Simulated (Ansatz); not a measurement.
One change: `[O]=[Mo]([F])([Cl])([Cl])[Cl]` becomes `[O]=[Mo]([OH])([F])([Cl])[Cl]`.

Ansatz, PBE0-D4/def2-TZVP geometries, multiplicity 1. Each molecule was computed in one conformer, which needn't be the lowest.

Elements past krypton have def2 core potentials.

```csv
property,`[O]=[Mo]([F])([Cl])([Cl])[Cl]`
HOMO energy (PBE0/def2-TZVPP) / eV,-9.24
"ideal-gas entropy at 298 K and 1 bar (rigid rotor, harmonic PBE0-D4/def2-TZVP) / J/(mol·K)",384
HOMO energy (B3LYP/def2-TZVPP) / eV,-8.96
LUMO energy (ωB97M-V/def2-TZVPP) / eV,-3.44
size of the dipole moment (ωB97M-V/def2-TZVPP) / D,0.52
LUMO energy (PBE0/def2-TZVPP) / eV,-5.44
```

What does the change do to each property? (Best estimate.)

Computed: 
```
                                                                                  property  `[O]=[Mo]([OH])([F])([Cl])[Cl]`  shift
                                                        HOMO energy (PBE0/def2-TZVPP) / eV                            -8.93   0.31
ideal-gas entropy at 298 K and 1 bar (rigid rotor, harmonic PBE0-D4/def2-TZVP) / J/(mol·K)                              388      4
                                                       HOMO energy (B3LYP/def2-TZVPP) / eV                            -8.66   0.30
                                                     LUMO energy (ωB97M-V/def2-TZVPP) / eV                            -2.64   0.80
                                        size of the dipole moment (ωB97M-V/def2-TZVPP) / D                             2.52   2.00
                                                        LUMO energy (PBE0/def2-TZVPP) / eV                            -4.71   0.73
```

With PBE0 the HOMO rises by 0.31 eV and the LUMO rises by 0.73 eV, so the gap widens by about 0.42 eV. PBE moves the HOMO by 0.35 eV and ωB97M-V by 0.28 eV. The zero-point energy changes by 31.0 kJ/mol with +3 modes. Dipoles are sizes alone; their direction can turn. Modes under 60 cm⁻¹, often nearly free rotors, make the harmonic entropy too high.

B3LYP here is the variant with VWN-RPA as its local correlation; programs differ in this.
